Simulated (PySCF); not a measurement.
**Relaxation of quartet IrS₂**

Method: UB3LYP in PySCF with Ir def2-SVP with ECP60, S def2-SVP; scalar-relativistic core potentials, no spin–orbit coupling; density-fitted integrals. A (50,194) grid was used.

A hand-made side-on start, of C2v symmetry, held to at least that symmetry:

```xyz
3
charge 0 multiplicity 4, angstrom
Ir    0.0000    0.0000   -0.5141
S     1.0000    0.0000    1.5515
S    -1.0000    0.0000    1.5515
```

Optimiser trace:
```tsv
step	E − E(last) (kJ/mol)	largest gradient (Eh/bohr)
0	54.83	0.05484
1	31.12	0.01632
2	21.82	0.01339
3	9.26	0.01322
4	5.98	0.03752
5	0.82	0.00968
6	0.09	0.00190
7	0.00	0.00010
8	0.00	0.00004
```

It ends at C2v with Ir–S 2.177 Å (×2); S–Ir–S 74.9°. A frequency run shows a minimum. Other isomers or separated fragments may lie lower.

Other spin states or occupations of the open shell can lie lower. At this level a doublet minimum of C2v symmetry lies 121 kJ/mol below this structure. Spin–orbit coupling, left out here, can matter for elements this heavy.

The relaxation took of the order of 90 core-seconds on a shared host.
